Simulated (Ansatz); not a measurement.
Computed with Ansatz on PBE0-D4/def2-TZVP structures; ΔE is electronic, products minus reactants. CCSD(T)/CBS is the MP2 limit (def2-TZVPP, def2-QZVPP) plus CCSD(T) − MP2 in def2-TZVPP, frozen cores. This one scheme is used for every species. Functionals use def2-TZVPP. For Br outer-core shells are correlated without core-valence functions, which leaves a few kJ/mol of doubt a bond. Scalar relativity is left out up to krypton. One conformer a species, not always the lowest.

`BB[SiH2]F` + HBr → `BBBr` + `F[SiH3]`  (cleavage of the B–Si bond)

```csv
level,ΔE (kJ/mol),difference from CCSD(T)/CBS
revPBE-D4,-75.5,17.6
BLYP-D4,-79.9,13.2
r2SCAN-D4,-81.6,11.5
r2SCAN0-D4,-86.1,7.0
B2PLYP,-92.6,0.5
PBE-QIDH,-92.3,0.8
r2SCANh,-84.0,9.1
BHLYP,-91.9,1.2
SCS-MP2/def2-TZVPP,-102.6,-9.5
CCSD/CBS(def2),-92.8,0.3
CCSD(T)/CBS,-93.1,0
```

Largest T1 diagnostic among the species: 0.014.

From PBE to PBE0 (25 % exact exchange), in def2-TZVPP and without D4, ΔE moves by −5.8 kJ/mol. Leaving LDA and LC-ωPBE aside and taking each functional with its dispersion term where it has one, the values, not all of them listed here, spread over 18.9 kJ/mol, from B2PLYP to B97M-V. LDA lies +5.5 kJ/mol from PBE without D4.
